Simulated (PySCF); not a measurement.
**`O=P(O)(O)c1cccnc1`, C$_{5}$H$_{6}$NO$_{3}$P**

Molfile (atoms numbered from 1):
```
C5H6NO3P
     RDKit          3D

 16 16  0  0  0  0  0  0  0  0999 V2000
   -2.0636    1.2097   -1.7433 O   0  0  0  0  0  0  0  0  0  0  0  0
   -1.6988    0.2002   -0.7461 P   0  0  0  0  0  5  0  0  0  0  0  0
   -1.9645   -1.3065   -1.2400 O   0  0  0  0  0  0  0  0  0  0  0  0
   -2.5669    0.2960    0.6034 O   0  0  0  0  0  0  0  0  0  0  0  0
    0.0013    0.1490   -0.1451 C   0  0  0  0  0  0  0  0  0  0  0  0
    0.3936   -0.7905    0.7964 C   0  0  0  0  0  0  0  0  0  0  0  0
    1.7116   -0.7824    1.2202 C   0  0  0  0  0  0  0  0  0  0  0  0
    2.5681    0.1682    0.6805 C   0  0  0  0  0  0  0  0  0  0  0  0
    2.1947    1.0651   -0.2168 N   0  0  0  0  0  0  0  0  0  0  0  0
    0.9376    1.0549   -0.6206 C   0  0  0  0  0  0  0  0  0  0  0  0
   -2.3247   -1.2881   -2.1267 H   0  0  0  0  0  0  0  0  0  0  0  0
   -3.1967    1.0123    0.5225 H   0  0  0  0  0  0  0  0  0  0  0  0
   -0.3265   -1.5000    1.1753 H   0  0  0  0  0  0  0  0  0  0  0  0
    2.0678   -1.4928    1.9499 H   0  0  0  0  0  0  0  0  0  0  0  0
    3.6072    0.2179    0.9789 H   0  0  0  0  0  0  0  0  0  0  0  0
    0.6521    1.7959   -1.3551 H   0  0  0  0  0  0  0  0  0  0  0  0
  1  2  2  0
  2  3  1  0
  2  4  1  0
  2  5  1  0
  5  6  1  0
  6  7  2  0
  7  8  1  0
  8  9  2  0
  9 10  1  0
 10  5  2  0
  3 11  1  0
  4 12  1  0
  6 13  1  0
  7 14  1  0
  8 15  1  0
 10 16  1  0
M  END
```

Method: quadratic response CAM-B3LYP/def2-SVPD first hyperpolarisability, Taylor convention, gas phase in PySCF. Geometry: GFN2-xTB.

Task: Give the tensor of the second harmonic β(−2ω;ω,ω) at 1907 nm in the axes of these coordinates.

Result: In au, Taylor convention; rows are the first index (the induced dipole):
|  | xx | yy | zz | xy | xz | yz |
| --- | --- | --- | --- | --- | --- | --- |
| x | +51.7 | -18.9 | -8.6 | +6.0 | +9.9 | +18.5 |
| y | +6.0 | +16.3 | +16.5 | -18.7 | +18.3 | -9.4 |
| z | +10.0 | -9.4 | -26.1 | +18.3 | -8.5 | +16.7 |

Norm of βᵢ = ⅓ Σⱼ (βᵢⱼⱼ + βⱼᵢⱼ + βⱼⱼᵢ): 52.6 au, hyper-Rayleigh value 31.8 au.
